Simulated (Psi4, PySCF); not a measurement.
Interaction energy of N2 ··· H3B (SMILES N#N and B), singlet. Monomers: optimised at B3LYP-D3(BJ) (def2-TZVP), held rigid. Orientation: lowest of the rigid-body minima from ten starts at GFN2-xTB (searched outside a hard wall at short contacts). Only R, the distance of the centres of mass, is varied, so the lowest point isn't the relaxed dimer. The shortest distances reach bonding range, where SAPT0 and rigid monomers are unreliable. The table gives interaction energies.

```tsv
R / Å	A	B	C
1.81	48.57	44.15	64.29
2.02	11.75	10.24	22.11
2.22	2.18	2.45	9.01
2.39	-0.63	0.43	4.09
2.70	-2.41	-1.01	-0.06
3.05	-2.48	-1.32	-1.41
3.50	-1.68	-0.88	-1.30
4.21	-0.68	-0.30	-0.59
5.20	-0.20	-0.09	-0.17
6.54	-0.05	-0.03	-0.05
```

Energies in kcal/mol.

Question: Match the curves with the methods DF-CCSD/aug-cc-pVDZ, frozen core, counterpoise-corrected (Psi4 1.11); DF-MP2/aug-cc-pVTZ, frozen core, counterpoise-corrected (Psi4); restricted B3LYP/6-311+G**, spherical d, no counterpoise correction run with PySCF.

Answer: A is MP2/aug-cc-pVTZ; B is RKS-B3LYP/6-311+G**; C is CCSD/aug-cc-pVDZ.
